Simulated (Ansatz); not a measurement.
`[F][GeH]1[O][AlH]1` + `C[NH][Al]([NH2])[OH]` → `[NH2][GeH]1[O][AlH]1` + `C[NH][Al]([OH])[F]`  (redistribution)

Computed with Ansatz on PBE0-D4/def2-TZVP structures; ΔE is electronic, products minus reactants. CBS: MP2 limit from def2 TZ/QZ plus the TZ coupled-cluster correction, frozen cores. Functionals use def2-TZVPP. B3LYP here is the variant with VWN-RPA as its local correlation; programs differ in this. For Ge outer-core shells are correlated without core-valence functions, which leaves a few kJ/mol of doubt a bond. Scalar relativity is left out up to krypton. One conformer a species, not always the lowest.

(1) Is it downhill or uphill in electronic energy at CCSD(T)/CBS, and by how much? (Best estimate.)

(2) What do these levels give: PBE-D4, PBE0-D4, ωB97X-V, ωB97M-V, B2PLYP, B3LYP, HF/def2-TZVPP, SCS-MP2/def2-TZVPP, CCSD/def2-TZVPP, HF/def2-QZVPP, MP2/def2-QZVPP, MP2/CBS(def2)? (Estimate.)

Largest T1 diagnostic among the species: 0.016.

Answers

(1) Computed: Downhill: ΔE = -53.3 kJ/mol.

(2) The calculation gave: PBE-D4 -46.1, PBE0-D4 -48.6, ωB97X-V -46.9, ωB97M-V -46.7, B2PLYP -50.0, B3LYP -45.6, HF/def2-TZVPP -47.5, SCS-MP2/def2-TZVPP -54.5, CCSD/def2-TZVPP -53.7, HF/def2-QZVPP -45.9, MP2/def2-QZVPP -56.5, MP2/CBS(def2) -56.7 kJ/mol.

In def2-TZVPP, CCSD(T) changes the Hartree–Fock value by −6.7 kJ/mol (the triples alone add −0.5 kJ/mol) and MP2 by −10.1 kJ/mol.
